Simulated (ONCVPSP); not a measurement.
# Cutoff test, thulium (Tm), ONCV

```json
{
 "Element": "thulium",
 "Generator": "ONCVPSP 4.0.1",
 "Type": "optimised norm-conserving Vanderbilt (ONCV)",
 "Functional": "PBEsol",
 "Relativity": "fully relativistic",
 "Frozen core": "[Kr] 4d10",
 "Valence charge": "23",
 "Reference configuration": "4f13 5s2 5p6 6s2",
 "Partial waves": "5s+6s: rc 2.35 bohr, ncon 4, nbas 8, qcut 5.5 1/bohr, 2 projectors; 5p: rc 1.40 bohr, ncon 3, nbas 7, qcut 6.3 1/bohr, 3 projectors, debl 3.3 Ha; d scattering state at 0.14 Ha: rc 2.30 bohr, ncon 4, nbas 7, qcut 4.4 1/bohr, 3 projectors, debl 3.7 Ha; 4f: rc 0.95 bohr, ncon 5, nbas 9, qcut 19.5 1/bohr, 2 projectors, debl 0.4 Ha",
 "Local potential": "polynomial inside 0.85 bohr (lpopt 4, dvloc0 -1 Ha)",
 "Core correction": "none"
}
```

Open shells are filled in proportion to 2j + 1.

In the d channel the program set the typed energies aside and used 0.050, 3.750, 7.450 Ha (j = l + 1/2; the other j can differ).

Problem. For each optimised wave give the share of its norm inside rc, the residual kinetic energy above qcut (Ha) and the cutoffs (Ha) for errors of 10, 1, 0.1 and 0.01 mHa per electron.

Solution.

```tsv
wave	norm inside rc	residual KE	10 mHa	1 mHa	0.1 mHa	0.01 mHa
5s	0.986	2.9e-07	3.5	7.2	10.6	12.7
6s	0.100	1.2e-06	2.7	7.4	11.0	13.3
5p j=3/2	0.468	7.9e-04	13.2	19.4	76.1	127.8
p projector 2 j=3/2	0.072	1.0e-03	13.3	20.0	39.3	88.2
p projector 3 j=3/2	0.052	4.0e-03	17.6	33.9	124.5	161.1
5p j=1/2	0.560	9.5e-04	12.2	20.0	80.5	not reached
p projector 2 j=1/2	0.071	1.3e-03	11.6	20.6	51.8	94.3
p projector 3 j=1/2	0.057	4.8e-03	17.8	27.2	88.6	148.0
d projector 1 j=5/2	0.546	4.9e-04	6.6	9.0	17.7	31.4
d projector 2 j=5/2	0.165	8.3e-03	9.6	16.8	35.6	42.6
d projector 3 j=5/2	0.127	4.9e-01	13.0	16.4	36.2	53.5
d projector 1 j=3/2	0.567	6.6e-04	6.9	9.3	24.6	32.3
d projector 2 j=3/2	0.169	1.1e-02	9.8	18.9	37.2	43.6
d projector 3 j=3/2	0.130	5.4e-01	13.2	16.5	37.2	54.7
4f j=7/2	0.718	1.7e-04	142.4	163.1	524.1	not reached
f projector 2 j=7/2	0.009	1.6e-07	88.9	121.6	146.4	165.4
4f j=5/2	0.733	8.2e-05	143.5	163.2	186.8	not reached
f projector 2 j=5/2	0.007	1.6e-07	86.7	120.3	145.7	165.0
```

The occupied waves need 163 Ha and 524 Ha for 1 and 0.1 mHa. Rows with under 1 % of the norm inside rc give no meaningful cutoff. Note: ghosts flagged at negative energy: s at -72.1 eV; GHOST(+) flagged for p3/2 at 336.8 eV, p1/2 at 404.5 eV, d5/2 at 422.1 eV, d3/2 at 497.9 eV. A true bound ghost makes a file unfit for plane-wave use. Tests left out (the all-electron energies of this program are off by 10 to 40 meV for near-neutral 4f atoms).
